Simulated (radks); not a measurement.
Valence configurations of the zinc ion Zn3+ (all share [Ar]). All-electron calculation, scalar-relativistic Kohn-Sham, PBE, spin-polarised, spherical densities, finite nucleus; open shells are filled with parallel spins first; Fermi nuclear charge, rms radius 3.9283 fm. Program: a radial shooting solver on a logarithmic mesh with Libxc functionals. Energies are relative to 3d9; eigenvalues in eV for spin up.

[
 {"valence": "3d9", "E (eV)": "0.000", "moment (Bohr magnetons)": "1", "e(3d)": "-51.278", "e(4p)": "-", "e(4s)": "-"},
 {"valence": "3d8.5 4s0.5", "E (eV)": "7.637", "moment (Bohr magnetons)": "2", "e(3d)": "-55.731", "e(4p)": "-", "e(4s)": "-37.517"},
 {"valence": "3d8.5 4p0.5", "E (eV)": "12.243", "moment (Bohr magnetons)": "2", "e(3d)": "-56.419", "e(4p)": "-28.683", "e(4s)": "-"},
 {"valence": "3d8 4s1", "E (eV)": "16.260", "moment (Bohr magnetons)": "3", "e(3d)": "-60.365", "e(4p)": "-", "e(4s)": "-39.261"},
 {"valence": "3d8 4p1", "E (eV)": "25.814", "moment (Bohr magnetons)": "3", "e(3d)": "-61.707", "e(4p)": "-30.438", "e(4s)": "-"},
 {"valence": "3d7 4p2", "E (eV)": "57.248", "moment (Bohr magnetons)": "5", "e(3d)": "-72.682", "e(4p)": "-33.703", "e(4s)": "-"},
 {"valence": "3d6 4s2 4p1", "E (eV)": "76.750", "moment (Bohr magnetons)": "5", "e(3d)": "-81.844", "e(4p)": "-34.837", "e(4s)": "-45.608"},
 {"valence": "3d6 4s1 4p2", "E (eV)": "83.994", "moment (Bohr magnetons)": "7", "e(3d)": "-82.978", "e(4p)": "-36.113", "e(4s)": "-47.014"}
]

NIST lists [Ar] 3d9 as the ground configuration; this level of theory agrees among the configurations tried. The energies are those of spherical high-spin densities, not of single terms.
